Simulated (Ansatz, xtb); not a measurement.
Relative energy of two isomers of C6H8Si

Structure a: `C#CC[Si@@H](C)C#C`, a singlet. Structure b: `C#CC[SiH2]CC#C`, a singlet. Both are isolated molecules in the gas phase, relaxed with r2SCAN-D4/def2-SVP, each in the lowest conformer that the search found.

a (Å):

```xyz
15

C    -2.0258    1.4252    1.2815
C    -1.7706    0.4561    0.5914
C    -1.3833   -0.6889   -0.2077
C     1.0758   -1.1841    1.6141
C     0.8884   -2.4329   -1.1609
C     1.1229   -3.4322   -1.8237
Si    0.5037   -0.9453   -0.1496
H    -2.2783    2.2797    1.8808
H    -1.8725   -1.6108    0.1565
H    -1.6923   -0.5622   -1.2607
H     1.1613    0.2383   -0.7760
H     0.6072   -2.0762    2.0591
H     2.1684   -1.3108    1.6633
H     0.7983   -0.3076    2.2209
H     1.3341   -4.3097   -2.4092
```

b (Å):

```xyz
15

C     1.5925   -0.0604    2.2366
C     0.9732   -0.6845    1.3957
C     0.2349   -1.3555    0.3441
C    -0.8587    1.3579   -0.6242
C    -2.1594    1.0324   -0.0736
C    -3.2340    0.6883    0.3813
Si    0.0489   -0.2204   -1.1684
H     2.1384    0.4657    2.9971
H    -0.7796   -1.6273    0.6892
H     0.7355   -2.2926    0.0414
H    -0.7430   -0.9196   -2.2236
H     1.3976    0.1369   -1.7002
H    -0.2298    1.8662    0.1297
H    -0.9507    2.0446   -1.4848
H    -4.1893    0.4132    0.7873
```

Question: Estimate E(b) − E(a) at the level CCSD(T)/def2-SVP + ΔMP2/def2-TZVPP.

Answer: Calculated at CCSD(T)/def2-SVP + ΔMP2/def2-TZVPP: E(b) − E(a) = +15.3 kcal/mol, so structure a lies lower.

The same difference at several levels:

```json
{"level": "GFN2-xTB", "geometry": "GFN2-xTB", "E(b) − E(a) (kcal/mol)": "−4.6", "departure from the last row (kcal/mol)": "−19.9", "job, with rough time for the two": "optimisation, 0.18 s"}
{"level": "HF/STO-3G", "geometry": "GFN2-xTB", "E(b) − E(a) (kcal/mol)": "+15.8", "departure from the last row (kcal/mol)": "+0.6", "job, with rough time for the two": "single point, 0.52 s"}
{"level": "r2SCAN-D4/def2-SVP//GFN2-xTB", "geometry": "GFN2-xTB", "E(b) − E(a) (kcal/mol)": "+12.8", "departure from the last row (kcal/mol)": "−2.5", "job, with rough time for the two": "single point, 3.3 s"}
{"level": "r2SCAN-D4/def2-SVP", "geometry": "r2SCAN-D4/def2-SVP", "E(b) − E(a) (kcal/mol)": "+12.7", "departure from the last row (kcal/mol)": "−2.5", "job, with rough time for the two": "optimisation, 32 s"}
{"level": "HF/def2-SVP", "geometry": "r2SCAN-D4/def2-SVP", "E(b) − E(a) (kcal/mol)": "+13.6", "departure from the last row (kcal/mol)": "−1.7", "job, with rough time for the two": "part of the CCSD(T) run"}
{"level": "MP2/def2-SVP", "geometry": "r2SCAN-D4/def2-SVP", "E(b) − E(a) (kcal/mol)": "+13.1", "departure from the last row (kcal/mol)": "−2.2", "job, with rough time for the two": "part of the CCSD(T) run"}
{"level": "CCSD(T)/def2-SVP", "geometry": "r2SCAN-D4/def2-SVP", "E(b) − E(a) (kcal/mol)": "+12.7", "departure from the last row (kcal/mol)": "−2.6", "job, with rough time for the two": "single point"}
{"level": "CCSD(T)/def2-SVP + ΔMP2/def2-TZVPP", "geometry": "r2SCAN-D4/def2-SVP", "E(b) − E(a) (kcal/mol)": "+15.3", "departure from the last row (kcal/mol)": "", "job, with rough time for the two": "single point, 46 s"}
```

As drawn, b has 1 C–C, 1 Si–H in place of 1 C–Si, 1 C–H.

GFN2-xTB puts the two in the other order. The largest departure from CCSD(T)/def2-SVP + ΔMP2/def2-TZVPP is that of GFN2-xTB, 19.9 kcal/mol. The last row adds to CCSD(T) the change of the MP2 difference between the two basis sets, here +2.6 kcal/mol.

With thermal terms from frequencies at re-optimised GFN2-xTB minima (ideal gas, soft modes damped towards free rotors, one conformer each, 298.15 K, 1 atm): the zero-point term adds −1.2 kcal/mol; ΔH is +13.8 and ΔG +14.9 kcal/mol.

The correlated steps freeze 11 core orbitals. Mirror images aren't counted in ΔG. Run with Ansatz 0.2.0, xtb 6.7.1; the last row on 2 threads of Intel(R) Xeon(R) 6975P-C (Granite Rapids) on a shared host.
